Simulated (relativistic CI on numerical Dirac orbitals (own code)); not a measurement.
**Energy levels of Sr24+**

Computed by Dirac-Coulomb-Breit CI, orbitals from a KLI potential per configuration, model QED, unscaled Slater integrals (own radial code, finite nucleus).

Configuration list (outside the closed core [Ne]): 3s²3p², 3s3p³, 3s²3p3d, 3p⁴, 3s3p²3d, 3p³3d, 3s3p3d², 3s²3d4p, 3p³4s, 3s²3p4s, 3s3p3d4s, 3p³4p, 3s²3d², 3s3d³, 3p²3d², 3p3d³, 3p3d²4s, 3s²3d4s, 3s3d²4s, 3s3p3d4p, 3s3d²4p, 3p3d²4p, 3s3d4s4p. Double excitations out of closed p, d and f shells are left out; levels of such configurations are missing from the list, as are those of other unlisted configurations, and high levels can miss mixing partners.

The lowest level is 3s²3p² ³P0, with 82 % of that term; Hund's rules for 3s²3p² give ³P with J = 0, in agreement.

```
No.  Configuration  Term  J  E (cm⁻¹)   %  Next component (%)       jj configuration (%)
  1         3s²3p²    ³P  0         0  82               16 ¹S               3p1/2^2 (94)
  2         3s²3p²    ³P  1     92113  98        2 3s3p²3d ³P           3p1/2 3p3/2 (98)
  3         3s²3p²    ³P  2    122676  55               43 ¹D           3p1/2 3p3/2 (92)
  4         3s²3p²    ¹D  2    239720  55               42 ³P               3p3/2^2 (92)
  5         3s²3p²    ¹S  0    315749  81               16 ³P               3p3/2^2 (93)
  6          3s3p³   ⁵S°  2    532913  83              13 ³P°              3s 3p3/2 (59)
  7          3s3p³   ³D°  1    648818  64              16 ³P°              3s 3p3/2 (60)
  8          3s3p³   ³D°  2    664837  63              14 ³P°      3s 3p1/2 3p3/2^2 (65)
  9          3s3p³   ³D°  3    699967  87      11 3s²3p3d ³D°      3s 3p1/2 3p3/2^2 (87)
 10          3s3p³   ³P°  0    768573  89       9 3s²3p3d ³P°      3s 3p1/2 3p3/2^2 (89)
 11          3s3p³   ¹D°  2    773296  27      23 3s²3p3d ¹D°      3s 3p1/2 3p3/2^2 (43)
 12          3s3p³   ³P°  1    780775  67              15 ³D°      3s 3p1/2 3p3/2^2 (69)
 13        3s²3p3d   ³F°  2    847724  34        31 3s3p³ ³P°           3p1/2 3d3/2 (41)
 14        3s²3p3d   ³F°  2    886226  53        20 3s3p³ ¹D°           3p1/2 3d3/2 (28)
 15          3s3p³   ³S°  1    892401  55              32 ¹P°      3s 3p1/2 3p3/2^2 (65)
 16        3s²3p3d   ³F°  3    911574  89               4 ³D°           3p1/2 3d5/2 (68)
 17        3s²3p3d   ³P°  2    976138  50              19 ³D°           3p1/2 3d5/2 (72)
 18        3s²3p3d   ³D°  1    981454  40              27 ³P°           3p1/2 3d3/2 (80)
 19        3s²3p3d   ³F°  4    993527  98         1 3p³3d ³F°           3p3/2 3d5/2 (98)
 20          3s3p³   ¹P°  1   1016410  42              31 ³S°            3s 3p3/2^3 (46)
 21        3s²3p3d   ³D°  2   1062246  40              27 ¹D°           3p3/2 3d3/2 (63)
 22        3s²3p3d   ³P°  0   1068460  88         9 3s3p³ ³P°           3p3/2 3d3/2 (88)
 23        3s²3p3d   ³D°  3   1073825  72               9 ¹F°           3p3/2 3d3/2 (37)
 24        3s²3p3d   ³P°  1   1084361  57              18 ³D°           3p3/2 3d3/2 (62)
 25        3s²3p3d   ³P°  2   1100899  36              23 ³D°           3p3/2 3d5/2 (61)
 26        3s²3p3d   ¹F°  3   1159821  85              11 ³D°           3p3/2 3d5/2 (55)
 27        3s²3p3d   ¹P°  1   1196744  74        12 3s3p³ ¹P°           3p3/2 3d5/2 (69)
 28            3p⁴    ³P  2   1266261  39       30 3s3p²3d ³P               3p3/2^2 (52)
 29        3s3p²3d    ⁵F  1   1282072  82                9 ³D      3s 3p1/2^2 3d3/2 (65)
 30        3s3p²3d    ⁵F  2   1300440  71               12 ⁵D  3s 3p1/2 3p3/2 3d3/2 (30)
```

Energies count from the lowest computed level; ° marks odd parity. Filled j subshells are mostly left out of the jj labels.

The mean weight of the leading LS term, summed over parents, in these 30 levels is 65 %, and that of the leading jj configuration (from the same eigenvectors) 67 %.

At this charge energies of transitions that change n are usually good to better than 1 %, and those within a shell (Δn = 0) to a few per cent.

LS names give the leading component of a level, which can be under half, so a name can repeat, a term be missing and a line seem to break the LS rules.
